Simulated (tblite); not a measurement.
Cl2Zn, triplet, geometry from GFN2-xTB (such geometries of metal compounds can be far from the true shape) (a higher spin typed on purpose: for a closed-shell molecule this is an excited state); tblite with GFN1-xTB with ALPB(water).

The tblite input:
```
$ tblite run mol.xyz --method gfn1 --charge 0 --spin 2 --alpb water --json tblite.json --no-restart

# file mol.xyz
3

Zn     0.26286815     0.91445661     0.50646119
Cl     0.72550465    -0.58604969    -1.34253574
Cl    -1.18938961    -1.02769727     0.44878070
```

What the program printed (banner, timings and long lists left out):

```
xTB calculator
 | screened Coulomb repulsion
 | Coulomb electrostatics
 |  * isotropic Klopman-Ohno-Mataga-Nishimoto electrostatics
 |  * onsite third-order electrostatics
 | DFT-D3(BJ) dispersion correction
 | Interactions (3)
 | [1] alpb/gbsa reaction field model
 | [2] cds contribution to solvation
 | [3] empirical free energy shift and standard state/solvent correction

halogen bonding energy    0.0000000000000E+00 Eh
repulsion energy          9.1857303230758E-04 Eh
dispersion energy        -1.0021246153367E-03 Eh
interaction energy       -5.8103537066713E-03 Eh
number of electrons       1.6000000000000E+01 e
integral cutoff           3.9672993110968E+01 bohr

------------------------------------------------------------
  cycle        total energy    energy error   density error
------------------------------------------------------------
      1     -9.267261079434  -9.2613672E+00   3.4749871E-01
      2     -9.270885902342  -3.6248229E-03   1.9335633E-01
      3     -9.271564567194  -6.7866485E-04   3.6551382E-02
      4     -9.270385644366   1.1789228E-03   7.7859539E-02
      5     -9.272005938387  -1.6202940E-03   9.5652174E-04
      6     -9.272006205266  -2.6687979E-07   3.4624581E-05
      7     -9.272006204002   1.2649046E-09   6.9714329E-05
      8     -9.272006205407  -1.4051800E-09   2.4959725E-06
------------------------------------------------------------

electronic energy        -9.2661123001170E+00 Eh
total energy             -9.2720062054067E+00 Eh

Post processing:
 | Mayer-Wiberg bond orders

[Info] JSON dump of results written to 'tblite.json'
```
